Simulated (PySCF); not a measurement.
Mg(Cl)(NH2) (ClH2MgN), SMILES [Mg]([NH2])[Cl].

The structure is a stationary point at r2SCAN-D4/def2-TZVP. Other conformers were not sampled.

These are PBE/def2-TZVPD (PySCF) values and carry that method's errors.

The molecule is in vacuum.

| Property | Result |
|---|---|
| total energy | -715.98660 hartree |
| point group | C2v |
| highest occupied level | -5.37 eV |
| lowest empty level | -2.02 eV |
| orbital gap | 3.35 eV |
| dipole moment | 2.19 D |
| quadrupole, principal values (traceless, Buckingham form, about the centre of nuclear charge) | -7.83, 0.69, 7.14 D·Å |
| mean static polarisability | 50.9 bohr³ (7.55 Å³) |
| polarisability, principal values | 42.3, 49.3, 61.2 bohr³ |
